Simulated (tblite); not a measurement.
Parent: `[CH3:1][SiH2:2][NH:3][CH:4]([CH3:5])[CH3:6]` with C1–Si2–N3–C4 -49°, Si2–N3–C4–C5 -85°, C4H13NSi.

Computed geometry: GFN2-xTB, gas phase. One conformer each, not checked by frequencies here.

```csv
coordinate of the parent,value
C1–Si2,1.896 Å
Si2–N3,1.719 Å
N3–C4,1.447 Å
C4–C5,1.531 Å
C4–C6,1.529 Å
C1–Si2–N3,108.2°
Si2–N3–C4,125.5°
N3–C4–C5,112.0°
N3–C4–C6,109.6°
C5–C4–C6,110.6°
```

How does the shared frame change in `[CH2:1]=[CH:2][Si@@H:3]([CH3:4])[NH:5][CH:6]([CH3:7])[CH3:8]` with C1–C2–Si3–C4 93°, C2–Si3–N5–C6 -171°, Si3–N5–C6–C7 -87°, C6H15NSi? Atoms pair as C1 = C4, Si2 = Si3, N3 = N5, C4 = C6, C5 = C7, C6 = C8 (parent first).

```tsv
parent	relative	value in the relative	change
C1–Si2	C4–Si3	1.902 Å	+0.006
Si2–N3	Si3–N5	1.721 Å	+0.002
N3–C4	N5–C6	1.446 Å	-0.001
C4–C5	C6–C7	1.530 Å	-0.001
C4–C6	C6–C8	1.529 Å	0.000
C1–Si2–N3	C4–Si3–N5	107.6°	-0.6
Si2–N3–C4	Si3–N5–C6	124.7°	-0.8
N3–C4–C5	N5–C6–C7	111.8°	-0.2
N3–C4–C6	N5–C6–C8	109.6°	0.0
C5–C4–C6	C7–C6–C8	110.7°	+0.1
```

Of the parent's bonds, C1–Si2 changes most (+0.006 Å). Bonds of the relative outside the shared frame: C1=C2 1.322, C2–Si3 1.884 Å. Point group C1 → C1.
